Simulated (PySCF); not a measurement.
**19F chemical shifts**

Computed data (PySCF 2.14.0 with density-fitted response routines): shielding tensors at PBE0/pcSseg-1 (GIAO), coordinates at the GFN2-xTB level. No solvent model, non-relativistic, single conformer, fast rotation and ring inversion assumed for equivalent nuclei.

Shieldings were converted by a linear fit to measured shifts: 19F: δ = 146.13 − 0.903σ +14.6 on sp3 carbon (rms 6.0 ppm, 223 shifts, 7.0 ppm with the 5 outliers that the fit left out vs CFCl3, solution or neat liquid). A few per cent of atoms miss by over 2 rms, more outside the fitted compound classes.

Task: Give the 19F shifts of `O[SiH2][C@H](F)CF`, `C[C@]([SiH3])(Cl)CCF`.

Result: 
| compound | environment | δ (ppm) |
| --- | --- | --- |
| [OH:1][SiH2:2][C@H:3]([F:4])[CH2:5][F:6] | F4: fluorine on an sp3 carbon | -215.5 |
| [OH:1][SiH2:2][C@H:3]([F:4])[CH2:5][F:6] | F6: fluorine on an sp3 carbon | -217.7 |
| C[C@]([SiH3])(Cl)CCF | fluorine on an sp3 carbon | -212.2 |

Task: Match the shifts -92.4, -161.4, -203.0, -212.4 ppm to `CCC[SiH2][C@@H](F)Cl`, `N[Si@H]([SiH3])CCF`, `C[C@H](F)[SiH2][SiH2]N`, `C[C@](F)(Cl)CC[SiH3]`.

Result: -92.4: C[C@](F)(Cl)CC[SiH3] (fluorine on an sp3 carbon); -161.4: CCC[SiH2][C@@H](F)Cl (fluorine on an sp3 carbon); -203.0: C[C@H](F)[SiH2][SiH2]N (fluorine on an sp3 carbon); -212.4: N[Si@H]([SiH3])CCF (fluorine on an sp3 carbon).
